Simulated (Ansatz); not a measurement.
```yaml
crystal:
  periodic: [false, false, false]
  atoms:
    - {symbol: Nb, position_ang: [-2.084186, 0.319397, 0.136942]}
    - {symbol: Nb, position_ang: [0.205833, 1.241161, 1.022029]}
    - {symbol: Nb, position_ang: [0.273354, 0.869103, -1.461183]}
    - {symbol: Nb, position_ang: [1.943104, -0.516710, 0.417733]}
    - {symbol: N, position_ang: [-0.920818, -0.596804, 1.371459]}
    - {symbol: N, position_ang: [1.696163, -0.378112, -1.423327]}
    - {symbol: N, position_ang: [0.337837, -0.907982, 1.470579]}
    - {symbol: N, position_ang: [-1.451277, -0.030064, -1.534233]}
basis:
  gaussian: {orbitals: def2-SVPD}
hamiltonian: {xc: {name: RPBE}}
scf: {omitted_lower_state_checks: [starts]}
output: {forces: true}
```

```sh
$ ansatz run in.yaml --threads 4 --pin off --events-out ev --progress --plain --max-ram 4787MiB
```

Shortened log:

```
Functional definition: RPBE
1808 factors; their error is unknown
mean field evaluation 1: about -12118.1426 eV, gradient 1.4e2 eV
mean field evaluation 2: about -11212.8078 eV, gradient 5.3e2 eV
mean field evaluation 4: about -12061.5409 eV, gradient 1.9e2 eV
mean field evaluation 8: about -12162.7928 eV, gradient 2.5e1 eV
mean field evaluation 16: about -12164.7359 eV, gradient 2.4e-3 eV
mean field -12164.73593440 eV, -447.0458000352 hartree, gradient 2.9e-5 eV, S^2 0.000000; 0 other end points of the search recorded, 0 dependent functions left out
reference -12164.73597897 eV, -447.0458016729 hartree; 40, 40 occupied and 176, 176 virtual orbitals, 1808 factors
Total energy: -12164.73597897 eV, -447.0458016729 hartree
Atom 0 at    -2.084186     0.319397     0.136942 Å, force    -0.585051     0.317435     0.003800 eV/Å
Atom 1 at     0.205833     1.241161     1.022029 Å, force     0.023840     0.538959     0.274114 eV/Å
Atom 2 at     0.273354     0.869103    -1.461183 Å, force     0.032043     0.536584    -0.198791 eV/Å
Atom 3 at     1.943104    -0.516710     0.417733 Å, force     0.548858    -0.074180     0.112980 eV/Å
Atom 4 at    -0.920818    -0.596804     1.371459 Å, force    -0.269082    -0.238627     0.255601 eV/Å
Atom 5 at     1.696163    -0.378112    -1.423327 Å, force     0.322739    -0.330979    -0.378544 eV/Å
Atom 6 at     0.337837    -0.907982     1.470579 Å, force     0.199974    -0.416590     0.321439 eV/Å
Atom 7 at    -1.451277    -0.030064    -1.534233 Å, force    -0.273321    -0.332602    -0.390600 eV/Å
Dipole moment:     0.053330     0.324104     0.216952 e Å
Checks for a lower state left out: starts
```

Run time 9.5 s (4 threads of Arm Neoverse V2 on a shared host).

In the def2 sets Nb takes a core potential; there is no spin–orbit coupling. The restricted singlet is unstable towards broken spin symmetry at other levels; at RKS RPBE/def2-SVPD this wasn't settled.
